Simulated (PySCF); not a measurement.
# Static response to an electric field

Compound: cyclo-(H2SiS)4.
Structure used (PBE0-D3(BJ)/def2-SVP), in Å, numbered top down from 1:
```xyz
16
H8S4Si4 angstrom
Si     1.8382    0.9588   -0.7947
H      3.0493    1.7143   -1.2092
H      0.9446    0.7221   -1.9635
S      0.7741    2.1579    0.6389
Si    -1.2731    1.8970    0.0324
H     -1.9864    3.0703    0.5997
H     -1.3523    1.8503   -1.4540
S     -2.2715    0.1921    0.8771
Si    -1.6551   -1.3855   -0.4522
H     -0.9824   -0.7648   -1.6293
H     -2.8568   -2.1518   -0.8738
S     -0.4025   -2.8306    0.5125
Si     1.1292   -1.5971    1.3859
H      0.5207   -0.4591    2.1215
H      1.8764   -2.5299    2.2684
S      2.6132   -0.8778    0.0068
```

Level: B3LYP/def2-SVPD (PySCF), static field, nuclei fixed, core orbitals frozen in the response. The polarisability tensor in these axes (au):

```
x   199.03  -0.83  -1.21
y    -0.83 201.06  -7.21
z    -1.21  -7.21 152.27
```

What are the eigenvalues, a third of the trace, and Δα (Δα² = ½Σ(αi − αj)² over the three pairs)?

Principal values 151.19, 198.94 and 202.23 au; mean 184.12 au = 27.28 Å³ = 30.36 × 10⁻⁴⁰ C²·m²/J; Δα = 49.47 au (27 % of the mean).

What is the dipole moment, and where does it point?

(-0.54, 0.88, -1.04) D, 1.47 D in size, pointing from the negative to the positive side. Measured along this direction, the outermost atoms are H15 at the negative end and H7 at the positive end.

Form Σ f/ω² (atomic units) for the 10 lowest TDDFT singlets, given as eV and f, and set it beside the mean polarisability, which is this sum over all singlets: 5.31, 0.0201; 5.49, 0.0026; 5.56, 0.0141; 5.67, 0.0001; 5.72, 0.0329; 5.77, 0.0163; 5.80, 0.0120; 5.85, 0.0040; 5.89, 0.0175; 5.92, 0.0021.

They add up to 2.81 au, 1.5 % of the 184.12 au; the largest single term is 0.74 au, from the state at 5.72 eV. Terms in order: 0.53, 0.06, 0.34, 0.00, 0.74, 0.36, 0.26, 0.09, 0.37, 0.05 au. Higher excitations give the rest. The strengths listed sum to 0.122.

What molar refraction does this α imply?

Lorentz–Lorenz: R = (4π/3)N_A α = 2.5225 cm³/(mol·Å³) × 27.28 Å³ = 68.8 cm³/mol, in the limit of long wavelengths.

Refractivity n − 1 of an ideal gas of it at 298.15 K and 1 atm, from the electronic α?

N = p/kT = 2.4615 × 10¹⁹ cm⁻³, so n − 1 = 2π × N × 27.28 × 10⁻²⁴ cm³ = 4220 × 10⁻⁶ at long wavelengths.

The structure is a single PBE0-D3(BJ)/def2-SVP conformer in the gas phase; no vibrational or solvent corrections.
